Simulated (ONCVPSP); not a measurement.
**Ar (Z = 18), ONCV: configuration errors across variants**

* Element: Ar (Z = 18)
* Generator: ONCVPSP 4.0.1
* Type: optimised norm-conserving Vanderbilt (ONCV)
* Functional: LDA (Perdew-Wang 92)
* Relativity: scalar-relativistic
* Frozen core: [Ne]
* Valence charge: 8
* Reference configuration: 3s2 3p4.5 (charge +1.5)
* Partial waves: 3s: rc 1.05 bohr, ncon 4, nbas 8, qcut 4.8 1/bohr, 2 projectors, debl 2.9 Ha; 3p: rc 0.95 bohr, ncon 4, nbas 7, qcut 9.1 1/bohr, 1 projector; d scattering state at 0.02 Ha: rc 0.85 bohr, ncon 4, nbas 8, qcut 9.6 1/bohr, local
* Local potential: the d channel
* Core correction: none

All-electron excitation energies from the reference (eV): (1) 3s2 3p6 -28.863; (2) 3s2 3p5 -12.706; (3) 3s2 3p4 16.029; (4) 3s2 3p5.5 -22.263.

1 further variants failed, have other tests or another functional or relativity, and are left out.

A true bound ghost makes a file unfit for plane-wave use even where its test errors are small: the radial tests pick states by their node count and pass the ghost by.

Errors AE − PS in meV (a dash: test not solved or not reliable):

| change | (1) | (2) | (3) | (4) | bound ghosts | GHOST(+) flags above zero |
| --- | --- | --- | --- | --- | --- | --- |
| base | +22 | +4.1 | +3.3 | +12 | none | s |
| s: qcut 3.6; p: qcut 6.8; d: qcut 7.2 | +21 | +4.0 | +3.3 | +12 | none | s |
| s: qcut 4.7 | +22 | +4.1 | +3.4 | +12 | none | s |
| d: rc 0.94 | +21 | +4.0 | +3.3 | +12 | none | s |
| s: rc 1.12 | +22 | +4.1 | +3.4 | +12 | none | none |
| s: nproj 3 | +22 | +4.1 | +3.3 | +12 | s | s |
| core correction polynomial model core, fcfact 0.25 | +20 | +3.6 | +2.5 | +11 | none | s |

Q: Give the same row for: d: nbas 7.

A: +22, +4.2, +3.5, +13; bound ghosts: s; GHOST(+) flags above zero: none.
